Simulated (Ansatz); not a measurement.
Coupled-cluster run, `CBO[SiH2]F`.

```yaml
crystal:
  periodic: [false, false, false]
  atoms:
    - {symbol: C, position_ang: [-1.132947, 1.026363, -1.358843]}
    - {symbol: B, position_ang: [-0.079035, 0.091092, -0.698493]}
    - {symbol: O, position_ang: [-0.059341, -0.087276, 0.652184]}
    - {symbol: Si, position_ang: [0.939802, -0.945422, 1.623673]}
    - {symbol: F, position_ang: [1.962970, 0.064342, 2.306001]}
    - {symbol: H, position_ang: [-0.624030, 1.817236, -1.922317]}
    - {symbol: H, position_ang: [-1.820416, 1.486828, -0.647508]}
    - {symbol: H, position_ang: [-1.711481, 0.470994, -2.105978]}
    - {symbol: H, position_ang: [0.740639, -0.499493, -1.359033]}
    - {symbol: H, position_ang: [1.722875, -1.924924, 0.839055]}
    - {symbol: H, position_ang: [0.126363, -1.556641, 2.691960]}
basis:
  gaussian: {orbitals: def2-TZVPP}
correlation: {method: ccsd_t}
```

```sh
$ ansatz run in.yaml --threads 4 --pin off --events-out ev --progress --plain --max-ram 10444MiB
```

Log, shortened:

```
Functional definition: HF
1486 factors; integrals over basis functions are off by at most 1.4e-3 eV
mean field evaluation 1: about -14405.5575 eV, gradient 4.7e1 eV
mean field evaluation 2: about -14405.7711 eV, gradient 4.8e1 eV
mean field evaluation 4: about -14410.2929 eV, gradient 4.2e0 eV
mean field evaluation 8: about -14410.3633 eV, gradient 2.9e-1 eV
mean field -14410.36353818 eV, -529.5710923328 hartree, gradient 2.4e-6 eV, S^2 0.000000; 0 other end points of the search recorded, 0 dependent functions left out
9 core orbitals not correlated: weight in the atoms' cores, before any rotation towards them, 1.000 or more for the frozen orbitals, at most 0.000 for the correlated occupied ones
reference -14410.36353818 eV, -529.5710923328 hartree; 15, 15 occupied and 226, 226 virtual orbitals, 1486 factors
second order -23.90586943 eV of doubles, -0.00000000 eV of singles
cycle   1  -24.29012143 eV  change   -3.8e-1 eV  update   1.0e-1
cycle   2  -24.84139461 eV  change   -5.5e-1 eV  update   3.0e-2
cycle   3  -24.97206541 eV  change   -1.3e-1 eV  update   1.6e-2
cycle   4  -24.95744101 eV  change    1.5e-2 eV  update   3.4e-3
cycle   5  -24.95628872 eV  change    1.2e-3 eV  update   1.6e-3
cycle   6  -24.95698155 eV  change   -6.9e-4 eV  update   4.7e-4
cycle   7  -24.95677039 eV  change    2.1e-4 eV  update   1.8e-4
cycle   8  -24.95670851 eV  change    6.2e-5 eV  update   5.6e-5
cycle   9  -24.95673597 eV  change   -2.7e-5 eV  update   2.2e-5
perturbative correction -0.82426209 eV, -0.0302910732 hartree
Total energy: -14436.14453623 eV, -530.5185265364 hartree
```

It took 2.5 min on 4 threads of an Arm Neoverse V1 on a shared host, with 5.4 GiB of host memory at the peak.

The correlation energy is -25.781 eV, 3.2 % of it from (T); the T1 diagnostic reads 0.0120.
